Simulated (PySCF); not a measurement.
Be(Et)(SeH) (C₂H₆BeSe), SMILES C[CH2][Be][SeH]. Atoms are numbered in the order given.

```xyz
10

Be    -0.0382    -0.5494    -0.3790
C     -0.6318    -1.7324    -1.4261
C     -2.0618    -1.5373    -1.9734
H     -0.5653    -2.7153    -0.9147
H      0.0764    -1.8236    -2.2763
H     -2.1551    -0.5954    -2.5389
H     -2.8060    -1.4997    -1.1605
H     -2.3613    -2.3552    -2.6509
Se     0.7077     0.8987     0.8656
H      0.0652     0.2488     2.0246
```

Coordinates come from a TPSSh-D3(BJ)/def2-SVP optimisation. The structure was generated by enumeration; whether it is a known compound was not checked. One conformer was computed; it need not be the lowest.

Computed with PBE/pcSseg-1 (PySCF).

GIAO shieldings, no solvent; atoms alike by connectivity are averaged. δ = σ(ref) − σ: ¹³C against TMS (σ = 182.0 ppm); ¹H against TMS (σ = 31.49 ppm); ⁷⁷Se against Me2Se (σ = 1634.8 ppm), references at their B3LYP-D3(BJ)/def2-TZVP geometries, non-relativistic.

```json
[
 {"nucleus": "¹³C", "atoms": "C3", "count": "1", "δ (ppm)": "12.5"},
 {"nucleus": "¹³C", "atoms": "C2", "count": "1", "δ (ppm)": "8.3"},
 {"nucleus": "¹H", "atoms": "H6, H7, H8", "count": "3", "δ (ppm)": "1.40"},
 {"nucleus": "¹H", "atoms": "H4, H5", "count": "2", "δ (ppm)": "0.62"},
 {"nucleus": "¹H", "atoms": "H10", "count": "1", "δ (ppm)": "0.46"},
 {"nucleus": "⁷⁷Se", "atoms": "Se9", "count": "1", "δ (ppm)": "-519.4"}
]
```
